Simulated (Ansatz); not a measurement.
Stepwise reaction of `BF` with water, as a gas-phase model of exchange steps in deposition or etching. ΔE in kJ/mol; ΔG adds harmonic PBE0-D4 terms to CCSD(T)/CBS, at 1 bar.

Gas-phase electronic energies from Ansatz, PBE0-D4/def2-TZVP geometries. CBS: MP2 limit from def2 TZ/QZ plus the TZ coupled-cluster correction, frozen cores. This one scheme is used for every species. Functionals use def2-TZVPP. B3LYP here is the variant with VWN-RPA as its local correlation; programs differ in this. Each species was taken in one conformer, which may not be the lowest.

```csv
step,reaction,PBE-D4,B3LYP-D4,ωB97M-V,CCSD(T)/CBS,ΔG(400 K)
2,`OBF` + H₂O → `OB(O)F` + H₂,-101.1,-104.0,-104.8,-99.8,-97.6
```

Question: Give the row of step 1, `BF` + H₂O → `OBF` + H₂. (Estimate.)

Answer: Ansatz gave: 
| step | reaction | PBE-D4 | B3LYP-D4 | ωB97M-V | CCSD(T)/CBS | ΔG(400 K) |
| --- | --- | --- | --- | --- | --- | --- |
| 1 | `BF` + H₂O → `OBF` + H₂ | -138.4 | -137.1 | -137.3 | -131.0 | -129.6 |

Question: By hand: ΔE of the 2 steps together at CCSD(T)/CBS.

Answer: (-131.0) + (-99.8) = -230.8 kJ/mol, or -115.4 kJ/mol a step.

In ΔE each step is higher than the one before. All are downhill at CCSD(T)/CBS. ΔG lies between -129.6 and -97.6 kJ/mol a step. PBE-D4 differs from CCSD(T)/CBS by -7.4 to -1.3 kJ/mol a step. Isolated molecules leave out the surface, adducts and barriers. Largest T1 diagnostic: 0.013.
